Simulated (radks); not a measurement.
Results of a calculation; reference values are marked as such.
Problem. Tb VI, 60 electrons, occupied as [Kr] 4d10 4f7 5s2 5p5. Level of theory: Dirac Kohn-Sham, PBEsol, spin-unpolarised, spherical densities, point nucleus; open shells fill j = l - 1/2 first (a radial shooting solver on a logarithmic mesh with Libxc functionals). Some entries of the table are withheld. Estimate them.

orbital  occ.  eigenvalue (Ry)  <r^2> (bohr^2)
1s1/2       2        -3811.221       0.0006318
2s1/2       2        -635.8054        0.009833
2p1/2       2        -604.4720        0.007128
2p3/2       4        -549.6367        0.008358
3s1/2       2        -145.1266         0.06544
3p1/2       2        -131.5063         0.06085
3p3/2       4        -120.1906         0.06787
3d3/2       4        -96.71934         0.05398
3d5/2       6        -94.25069         0.05594
4s1/2       2        -32.88561             (1)
4p1/2       2              (2)          0.3455
4p3/2       4              (3)          0.3835
4d3/2       4        -16.18999          0.4347
4d5/2       6        -15.72601          0.4493
5s1/2       2         -7.97042           1.757
5p1/2       2         -6.38889           2.095
5p3/2       3         -5.97431           2.318
4f5/2       6         -5.22100          0.7328
4f7/2       1         -5.15284          0.7481

Solution. 
(1) 4s1/2 <r^2> (bohr^2): 0.3295
(2) 4p1/2 eigenvalue (Ry): -27.54392
(3) 4p3/2 eigenvalue (Ry): -24.99840
